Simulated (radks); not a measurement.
The numbers below are computed, except where a source is named.
V3+, 20 electrons, occupied as [Ar] 3d2. Level of theory: scalar-relativistic Kohn-Sham, B86b exchange with PBE correlation, spin-unpolarised, spherical densities, point nucleus (a radial shooting solver on a logarithmic mesh with Libxc functionals). Some entries of the table are withheld. Estimate them.

| orbital | occ. | eigenvalue (eV) | <1/r> (bohr^-1) |
|---|---|---|---|
| 1s | 2 | (1) | 22.84 |
| 2s | 2 | -637.7900 | 4.800 |
| 2p | 6 | -538.2454 | (2) |
| 3s | 2 | (3) | 1.503 |
| 3p | 6 | (4) | 1.378 |
| 3d | 2 | -36.9823 | (5) |

Answer. 
(1) 1s eigenvalue (eV): -5400.717
(2) 2p <1/r> (bohr^-1): 4.701
(3) 3s eigenvalue (eV): -103.8389
(4) 3p eigenvalue (eV): -77.3320
(5) 3d <1/r> (bohr^-1): 1.089
